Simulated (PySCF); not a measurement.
Species: 9-methyl-9H-fluorene, C14H12.
Numbering: `[CH3:1][CH:2]1[c:3]2[cH:4][cH:5][cH:6][cH:7][c:8]2-[c:9]2[cH:10][cH:11][cH:12][cH:13][c:14]21`

Structure used (PBE0-D3(BJ)/def2-SVP), in Å, numbered top down from 1:
```xyz
26
C14H12 angstrom
C     -0.711   -2.706   -0.197
C     -0.664   -1.557    0.808
C     -1.800   -0.570    0.662
C     -3.170   -0.799    0.700
C     -4.043    0.279    0.534
C     -3.548    1.571    0.332
C     -2.174    1.806    0.291
C     -1.302    0.730    0.455
C      0.162    0.670    0.456
C      1.120    1.670    0.294
C      2.470    1.322    0.337
C      2.856   -0.006    0.539
C      1.896   -1.008    0.703
C      0.550   -0.667    0.663
H     -0.698   -2.319   -1.227
H     -1.624   -3.307   -0.068
H      0.153   -3.376   -0.072
H     -0.682   -1.981    1.830
H     -3.565   -1.806    0.859
H     -5.123    0.113    0.563
H     -4.245    2.402    0.204
H     -1.791    2.817    0.132
H      0.822    2.710    0.135
H      3.233    2.093    0.211
H      3.918   -0.261    0.569
H      2.206   -2.045    0.862
```

Definitions: NICS(0) = −σiso at the ring centroid; NICS(1) = −σiso and NICS(1)zz = −σzz at ±1 Å along the ring normal z. Level: GIAO PBE0/pcSseg-1 (PySCF, non-relativistic, gas phase) on the PBE0-D3(BJ)/def2-SVP geometry, one conformer.

Ring bond lengths (Å), with Mayer bond orders in brackets: C2–C3 1.512 (0.99), C3–C8 1.408 (1.37), C8–C9 1.465 (0.99), C9–C14 1.408 (1.37), C14–C2 1.512 (0.99); C3–C4 1.390 (1.45), C4–C5 1.397 (1.43), C5–C6 1.398 (1.43), C6–C7 1.394 (1.44), C7–C8 1.395 (1.41), C8–C3 1.408 (1.37); C9–C10 1.395 (1.41), C10–C11 1.394 (1.44), C11–C12 1.398 (1.43), C12–C13 1.397 (1.43), C13–C14 1.389 (1.45), C14–C9 1.408 (1.37).

**Question.** What do the NICS probes read (ppm)?

**Answer.** 
```
                  ring                                                      type  NICS(0)  NICS(1), two faces  NICS(1)zz, two faces  rms pucker (Å)  centre to ring atoms, mean (Å)
       C2–C3–C8–C9–C14  5-membered carbocycle; formal bonds 2 aromatic, 3 single      1.2         -2.9 / -3.1            -0.6 / 0.1            0.00                            1.24
     C3–C4–C5–C6–C7–C8          6-membered carbocycle; formal bonds all aromatic     -7.8       -10.6 / -10.7         -25.9 / -25.7            0.00                            1.40
C9–C10–C11–C12–C13–C14          6-membered carbocycle; formal bonds all aromatic     -7.8       -10.7 / -10.6         -25.7 / -25.9            0.00                            1.40
```

**Question.** What can be read from them?

**Answer.** 
- C2–C3–C8–C9–C14: mean NICS(1)zz -0.2 ppm, near zero. C2 has four or more neighbours; no verdict on aromaticity is drawn.
- C3–C4–C5–C6–C7–C8: mean NICS(1)zz -25.8 ppm, shielded. The ring is flat and has no four-coordinate atom; by the NICS criterion it is aromatic, though in fused rings the probe also feels the neighbouring ring.
- C9–C10–C11–C12–C13–C14: mean NICS(1)zz -25.8 ppm, shielded. The ring is flat and has no four-coordinate atom; by the NICS criterion it is aromatic, though in fused rings the probe also feels the neighbouring ring.

**Question.** How equal are the bonds by HOMA? HOMA = 1 − mean of α(R − Ropt)² over the ring bonds, with Krygowski's 1993 parameters (CC: Ropt 1.388 Å, α 257.7 Å⁻²).

**Answer.** 
- C3–C4–C5–C6–C7–C8: HOMA 0.97 = 1 − EN − GEO, with mean bond length 1.397 Å, EN = α(Ropt − mean)² = 0.021 and GEO = α × variance = 0.008. The geometric and the magnetic index point the same way.
- C9–C10–C11–C12–C13–C14: HOMA 0.97 = 1 − EN − GEO, with mean bond length 1.397 Å, EN = α(Ropt − mean)² = 0.021 and GEO = α × variance = 0.008. The geometric and the magnetic index point the same way.

**Question.** How do the values depend on the level or the medium?

**Answer.** 
```tsv
level	NICS(0), C2–C3–C8–C9–C14	mean NICS(1)zz, C2–C3–C8–C9–C14	NICS(0), C3–C4–C5–C6–C7–C8	mean NICS(1)zz, C3–C4–C5–C6–C7–C8	NICS(0), C9–C10–C11–C12–C13–C14	mean NICS(1)zz, C9–C10–C11–C12–C13–C14
PBE0/pcSseg-1, gas	1.2	-0.2	-7.8	-25.8	-7.8	-25.8
mPW1PW91/pcSseg-1, gas	1.1	-0.2	-7.9	-25.8	-7.9	-25.8
```

The geometry is the same throughout.

The run took 50 s wall, 1.9 min CPU on 2 threads of an Intel Xeon Platinum 8488C, shared host with 96 logical CPUs at a one-minute load of 19, and the process peaked at 2.2 GiB of memory. This is the whole shielding run at PBE0/pcSseg-1, SCF included.
